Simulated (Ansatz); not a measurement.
One change: `N=[CH][GaH][CH2]N` becomes `N[CH2][GaH2]`.

Ansatz, PBE0-D4/def2-TZVP geometries, multiplicity 1. Each molecule was computed in one conformer, which needn't be the lowest.

Scalar relativity is left out up to krypton.

| property | `N=[CH][GaH][CH2]N` |
| --- | --- |
| HOMO energy (B3LYP/def2-TZVPP) / eV | -5.79 |
| LUMO energy (ωB97M-V/def2-TZVPP) / eV | 0.18 |
| HOMO energy (ωB97M-V/def2-TZVPP) / eV | -8.23 |
| HOMO energy (PBE0/def2-TZVPP) / eV | -5.98 |
| LUMO energy (B3LYP/def2-TZVPP) / eV | -1.85 |
| HOMO–LUMO gap (B3LYP/def2-TZVPP) / eV | 3.94 |

(1) Give the same properties after the change, and the shifts. (Best estimate.)

Answers

(1) Computed: 
```
                             property  `N[CH2][GaH2]`  shift
  HOMO energy (B3LYP/def2-TZVPP) / eV           -6.49  -0.70
LUMO energy (ωB97M-V/def2-TZVPP) / eV            0.28   0.10
HOMO energy (ωB97M-V/def2-TZVPP) / eV           -9.08  -0.85
   HOMO energy (PBE0/def2-TZVPP) / eV           -6.71  -0.73
  LUMO energy (B3LYP/def2-TZVPP) / eV           -1.69   0.16
HOMO–LUMO gap (B3LYP/def2-TZVPP) / eV            4.80   0.86
```

With PBE0 the HOMO falls by 0.73 eV and the LUMO rises by 0.18 eV, so the gap widens by about 0.91 eV. PBE moves the HOMO by -0.54 eV and ωB97M-V by -0.85 eV. The zero-point energy changes by -62.6 kJ/mol with -9 modes.

Positive LUMOs are unbound, so they and the gaps depend on the basis.

B3LYP here is the variant with VWN-RPA as its local correlation; programs differ in this.
